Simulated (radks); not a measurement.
Problem. Species: Ga III. Configuration: [Ar] 3d10 4s1. Method: scalar-relativistic Kohn-Sham, LDA (Slater exchange, VWN5 correlation), spin-polarised, spherical densities, point nucleus; open shells are filled with parallel spins first; hard spherical wall at 6 bohr; computed with a radial shooting solver on a logarithmic mesh with Libxc functionals. Some entries of the table are withheld. Estimate them.

orbital  occ.  eigenvalue (hartree)  <1/r> (bohr^-1)
1s up       1             -375.9949            31.25
1s down     1             -375.9921            31.25
2s up       1             -47.05199            6.833
2s down     1             -47.05108            6.833
2p up       3             -41.10542            6.710
2p down     3             -41.10425            6.710
3s up       1              -6.16960            2.182
3s down     1              -6.16694            2.183
3p up       3              -4.37757            2.030
3p down     3              -4.37401            2.031
3d up       5              -1.46241            1.656
3d down     5              -1.45367            1.666
4s up       1              -0.99228           0.6353
4s down     0              -0.94274           0.6353
4p up       0              -0.67766           0.5311
4p down     0              -0.63072           0.5245
4d up       0              -0.26810           0.4072
4d down     0              -0.23641           0.3929
5s up       0                   (1)              (2)
5s down     0                   (3)              (4)

Solution. 
(1) 5s up eigenvalue (hartree): -0.21748
(2) 5s up <1/r> (bohr^-1): 0.3858
(3) 5s down eigenvalue (hartree): -0.19883
(4) 5s down <1/r> (bohr^-1): 0.3846
